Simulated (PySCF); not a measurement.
# Basis-set dependence of excited states

Compound: C4H3BF2O.
SMILES: `O=CC#CCB(F)F`

TDDFT with PBE0 (PySCF), vertical singlets, core orbitals frozen in the response, spherical d and f functions. The structure is a single PBE0-D3(BJ)/def2-SVP conformer in the gas phase; no vibrational or solvent corrections.

```tsv
basis	functions	diffuse	S1 (eV)	S2 (eV)	S3 (eV)	S4 (eV)	S5 (eV)	LUMO (eV)	α (au)
6-31G*	118	no	3.84	4.72	5.56	6.77	6.95	-1.69	53.7
def2-SVP	127	no	3.79	4.75	5.58	6.76	6.84	-1.90	54.8
6-31+G*	150	yes	3.84	4.66	5.48	6.65	6.70	-2.09	61.8
def2-SVPD	193	yes	3.80	4.65	5.47	6.68	6.75	-2.17	66.0
aug-cc-pVDZ	211	yes	3.80	4.63	5.45	6.61	6.62	-2.11	66.9
def2-TZVP	266	no	3.82	4.66	5.48	6.68	6.82	-2.06	63.1
```

**Question.** How much do these states and the polarisability depend on the basis?

**Answer.** States are compared by their number. Against the largest diffuse basis here (aug-cc-pVDZ, itself not a converged limit), sets without diffuse functions differ by up to 0.04 eV in S1 and 0.33 eV in S5; the smaller diffuse sets differ by up to 0.04 and 0.13 eV. State by state, the largest deviation of a set without diffuse functions is S1 0.04, S2 0.12, S3 0.13, S4 0.17, S5 0.33 eV. The same number needn't mean the same state in each row. Against aug-cc-pVDZ the polarisability deviates by -20% in 6-31G*, -18% in def2-SVP, -8% in 6-31+G*, -1% in def2-SVPD, -6% in def2-TZVP. A single + in a Pople set puts diffuse functions on heavy atoms only.
